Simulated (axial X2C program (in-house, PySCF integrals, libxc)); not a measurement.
## OInO⁺: properties at the nuclei

Computed with an in-house all-electron X2C program for linear molecules (integrals from PySCF): two-component X2C with atomic mean-field Coulomb and Gaunt terms, Gaussian nuclei, basis O dyall-av3z, In dyall-v3z with contracted cores.

O–In–O held linear, with bonds 1.945 and 1.945 Å (near the PBE0 minimum at charge 1 of the determinant lowest at the starting distance; the state shown can have its own minimum elsewhere, held linear; other orders of the atoms were not compared).

Input and command:
```json
{"zs": [8, 49, 8], "q": 1, "bas": ["dyall-av3z", "dyall-v3z", "dyall-av3z"], "r0": [1.93, 1.93], "symm": 1, "scan": ["PBE0", "HF", "PBE"], "levels": ["PBE0", "HF", "r2SCAN"], "nst": 2}
```
```bash
python solin.py task.json out
```

Keys: zs atomic numbers; q charge; bas basis sets; r0 starting distance in Å; symm equal bonds; scan levels of the two-bond scan; levels methods; nst determinants followed.

Determinant lowest in the PBE0 search, Ω = 3 (⟨Sz⟩ = 1.00, ⟨Lz⟩ = 2.00 at PBE0), spin on the atoms O 0.52, In -0.03, O 0.52:

| level | A∥/gI O (MHz) | qzz O (a.u.) | A∥/gI In (MHz) | qzz In (a.u.) |
| --- | --- | --- | --- | --- |
| PBE0 | 109 | 0.33 | -136 | -6.28 |
| HF | 120 | 0.27 | -347 | -8.42 |
| r2SCAN | 110 | 0.24 | -150 | -5.73 |

A∥ (defined per Ω) follows by multiplying with gI = μI/(I μN); qzz is the electric field gradient, eQq0 = 234.96 MHz × Q/barn × qzz. The operators were transformed with the bare-nucleus X2C matrices; with these basis sets, hyperfine constants and field gradients can be off by tens of per cent, and where levels differ in sign neither size nor sign is settled.

(1) With gI(17O) = -0.7575, Q(17O) = -0.02558 barn, Q(115In) = 0.772 barn (g factors from the IAEA table of nuclear moments by Stone; Q from Pyykkö, Mol. Phys. 2018), turn the PBE0 values of the first state into constants in MHz.

The molecule was held linear; bending was not examined, so a bent shape may lie lower.

Each state is one determinant with collinear spin, which with several unpaired electrons need not be a pure state. Unrestricted Hartree–Fock can overshoot spin polarisation at the nuclei. With several open shells hyperfine constants can be off by a factor of several. Open-shell Ω = 0 determinants with evenly filled partner blocks cannot be reached by this program, so the Ω shown need not be the lowest component. The search compared states at one distance, so a state with another bond length can lie lower. Further determinants of the search, some of them spin-mixed, are not shown. Where a field gradient or hyperfine factor spreads by more than a factor of two over the levels, a constant derived from it is not to be relied on.

Answers

(1) A∥(17O) = 109 × -0.7575 = -82.6 MHz; eQq0(17O) = 234.96 × (-0.02558) × (0.33) = -1.98 MHz; eQq0(115In) = 234.96 × (0.772) × (-6.28) = -1140 MHz.
